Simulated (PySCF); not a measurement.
# Rb⁺ (rubidium, charge +1) across methods

[Kr], closed-shell 1S. All numbers are calculated (PySCF 2.14, the non-relativistic Hamiltonian (point nucleus), in dyall-av2z (22s16p9d, 115 functions)).

```json
{"method": "LC-wPBE", "E (hartree)": "-2939.59", "mean ε 3d (eV)": "-117.79", "mean ε 4s (eV)": "-42.574", "mean ε 4p (eV)": "-26.360", "Σ⟨r²⟩ (bohr²)": "31.68", "⟨S²⟩": "0.000"}
{"method": "PBE0", "E (hartree)": "-2939.67", "mean ε 3d (eV)": "-117.86", "mean ε 4s (eV)": "-39.383", "mean ε 4p (eV)": "-23.388", "Σ⟨r²⟩ (bohr²)": "31.70", "⟨S²⟩": "0.000"}
{"method": "B2PLYP", "E (hartree)": "-2939.51", "mean ε 3d (eV)": "-124.00", "mean ε 4s (eV)": "-42.183", "mean ε 4p (eV)": "-24.885", "Σ⟨r²⟩ (bohr²)": "31.83", "⟨S²⟩": "0.000"}
{"method": "LDA", "E (hartree)": "-2936.17", "mean ε 3d (eV)": "-112.33", "mean ε 4s (eV)": "-36.632", "mean ε 4p (eV)": "-21.800", "Σ⟨r²⟩ (bohr²)": "31.76", "⟨S²⟩": "0.000"}
{"method": "PBE", "E (hartree)": "-2939.56", "mean ε 3d (eV)": "-111.99", "mean ε 4s (eV)": "-36.483", "mean ε 4p (eV)": "-21.652", "Σ⟨r²⟩ (bohr²)": "31.77", "⟨S²⟩": "0.000"}
{"method": "PBEsol", "E (hartree)": "-2937.78", "mean ε 3d (eV)": "-111.99", "mean ε 4s (eV)": "-36.471", "mean ε 4p (eV)": "-21.644", "Σ⟨r²⟩ (bohr²)": "31.74", "⟨S²⟩": "0.000"}
{"method": "r2SCAN", "E (hartree)": "-2939.97", "mean ε 3d (eV)": "-113.72", "mean ε 4s (eV)": "-37.560", "mean ε 4p (eV)": "-22.166", "Σ⟨r²⟩ (bohr²)": "31.64", "⟨S²⟩": "0.000"}
{"method": "UHF", "E (hartree)": "-2938.21169", "mean ε 3d (eV)": "-134.26", "mean ε 4s (eV)": "-46.857", "mean ε 4p (eV)": "-27.451", "Σ⟨r²⟩ (bohr²)": "31.86", "⟨S²⟩": "0.000"}
```

A non-relativistic calculation at this Z misses sizeable relativistic shifts.
